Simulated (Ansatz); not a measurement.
## CCSD(T) forces

C₂H₂ClGa (SMILES C#[C][GaH][Cl]), singlet, displaced at random from a GFN2-xTB minimum.

```tsv
atom	x (Å)	y (Å)	z (Å)
C1	1.8387	-0.5341	-0.1104
C2	0.5844	-0.1734	0.0022
Ga3	-1.0575	0.4551	0.1339
Cl4	-2.6336	-0.1943	-1.2998
H5	2.7876	-0.9632	-0.0363
H6	-1.6210	1.4364	1.1853
```

Ansatz 0.2.0; basis: def2-TZVPP; cores frozen in the correlated methods. Filled d shells of the heavier atoms are correlated. The def2 sets are not built for correlating such inner shells, so the correlated values are less sure here.

CCSD(T) forces from the calculation:
| atom | Fx | Fy | Fz (eV/Å) |
| --- | --- | --- | --- |
| C1 | -7.244 | 1.896 | 0.824 |
| C2 | 9.475 | -2.962 | -1.060 |
| Ga3 | -4.138 | 1.111 | -0.226 |
| Cl4 | 0.819 | 0.228 | 0.596 |
| H5 | 1.044 | -0.267 | -0.128 |
| H6 | 0.044 | -0.005 | -0.006 |

(1) Which atom feels the largest CCSD(T) force, and how large is it?

The T1 diagnostic stays at or below 0.015. The restricted Hartree–Fock reference is unstable towards an unrestricted one here. These are differences at one structure, and CCSD(T) in triple zeta is itself an approximation.

Results:

(1) C2, 9.98 eV/Å, along (0.95, -0.30, -0.11).

Root-mean-square difference of the force components from those of CCSD(T): PBE0-D4 0.441; wB97M-V 0.561; r2SCAN-D4 0.276; PBE-D4 0.177; revPBE-D4 0.165; r2SCANh-D4 0.383 eV/Å.

For scale, one of the runs: CCSD(T)/def2-TZVPP forces, 180 basis functions (an equivalent command: `ansatz run in.yaml --threads 4`). The run took 3.3 min on 4 CPU threads (shared host), with 3.1 GiB of host memory at its peak.
